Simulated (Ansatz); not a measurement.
`O[SiH2]/C=C/F` + `CCl` → `O[SiH2]CCl` + `C=CF`  (formal exchange of groups at the Si–C bond)

Program: Ansatz. Geometries: PBE0-D4/def2-TZVP. ΔE: electronic, gas phase. CCSD(T)/CBS adds triple-zeta CCSD(T) − MP2 to the extrapolated MP2 energy (def2 sets, frozen cores). This one scheme is used for every species. Functionals use def2-TZVPP. Each species was taken in one conformer, which may not be the lowest.

`O[SiH2]/C=C/F`:

```xyz
10

O     1.426   -0.025    1.268
Si    1.122   -0.209   -0.343
C    -0.688   -0.056   -0.691
C    -1.566    0.034    0.293
F    -2.882    0.147    0.083
H     1.515    0.869    1.599
H     1.615   -1.559   -0.708
H     1.856    0.813   -1.142
H    -1.066   -0.040   -1.711
H    -1.332    0.024    1.352
```

`CCl`:

Cartesian coordinates in Å:
```
C -0.055 0.003 0.135
Cl 0.616 -0.031 -1.506
H -0.366 -1.004 0.405
H -0.908 0.677 0.148
H 0.714 0.355 0.818
```

`O[SiH2]CCl`:

```xyz
9

O     0.289    0.470    1.766
Si   -0.109    0.827    0.214
C     0.230   -0.649   -0.902
Cl   -0.683   -2.046   -0.246
H    -0.110   -0.322    2.133
H     0.750    1.968   -0.185
H    -1.546    1.175    0.065
H     1.283   -0.931   -0.917
H    -0.106   -0.491   -1.928
```

`C=CF`:

Z-matrix (Å, degrees):
```
C
C 1 1.316
H 1 1.081 2 119.2
H 1 1.082 2 121.6 3 -180.0
F 2 1.336 1 122.3 3 180.0
H 2 1.084 1 125.7 3 0.0
```

```json
{"species": "`O[SiH2]/C=C/F`", "BHLYP energy (Eh)": "-543.79994"}
{"species": "`CCl`", "BHLYP energy (Eh)": "-500.11136"}
{"species": "`O[SiH2]CCl`", "BHLYP energy (Eh)": "-866.09149"}
{"species": "`C=CF`", "BHLYP energy (Eh)": "-177.81410"}
```

Question: Work out ΔE.

Answer: ΔE = (-866.09149) + (-177.81410) − (-543.79994) − (-500.11136) = 0.00571 Eh = +15.0 kJ/mol. CCSD(T)/CBS gives +11.8 kJ/mol.

Largest T1 diagnostic among the species: 0.012.

Leaving LDA and LC-ωPBE aside and taking each functional with its dispersion term where it has one, the values, not all of them listed here, spread over 3.2 kJ/mol, from ωB97M-V to B97M-V.
